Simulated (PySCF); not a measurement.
# Correlation energy of W (tungsten, neutral)

[Xe] 4f14 5d4 6s1 7s1, high-spin 7D determinant (an excited configuration). Computed with PySCF 2.14 in aug-cc-pVTZ-PP with ECP60MDF (6s6p5d3f2g, 88 functions), with scalar relativity through the core potential. Frozen: 5s2 5p6; 6 electrons correlated.

MP2 pair energies summed by pair of shells (mhartree):

```
 pair  energy  share (%)
5d-5d  -32.25       59.8
5d-6s  -17.62       32.7
5d-7s   -2.35        4.4
6s-7s   -1.73        3.2
```

Total MP2 correlation energy: -53.95 mhartree.

Same-spin part -53.95 and opposite-spin part 0.00 mhartree; SCS-MP2 scales them by 1/3 and 6/5 to -17.98 mhartree.
